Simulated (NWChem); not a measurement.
A series in which one site is exchanged, each optimised at PBE0/def2-SVP with NWChem, gas phase unless a solvent is named. All stand in one matching conformer (torsions within 35°), which need not be the lowest. For some, no frequency run checked for a minimum. def2 effective core potentials on Te; no spin-orbit coupling.

A: [SiH3][O][BeH] (BeSiH₄O; site = Be)
B: [SiH3]O[TeH] (SiH4TeO; site = Te)
C: [SiH3][O][ZnH] (ZnSiH₄O; site = Zn)
D: [MgH][O][SiH3] (MgSiH4O; site = Mg)

```json
[
 {"quantity": "dipole (D), PBE0/def2-SVP", "A": "[?]", "B": "1.57", "C": "1.86", "D": "1.34"},
 {"quantity": "orbital gap (eV), PBE0/def2-SVP", "A": "[?]", "B": "4.40", "C": "7.76", "D": "7.14"},
 {"quantity": "static polarisability, PBE0/def2-SVPD (bohr³)", "A": "[?]", "B": "72.5", "C": "55.4", "D": "57.5"},
 {"quantity": "lowest singlet excitation, PBE0/def2-SVPD, TDA (eV)", "A": "[?]", "B": "2.83", "C": "6.21", "D": "5.85"}
]
```

Problem. Fill in the missing entries.

Solution. 
- dipole (D), PBE0/def2-SVP, A: 0.59
- orbital gap (eV), PBE0/def2-SVP, A: 9.25
- static polarisability, PBE0/def2-SVPD (bohr³), A: 47.3
- lowest singlet excitation, PBE0/def2-SVPD, TDA (eV), A: 7.42
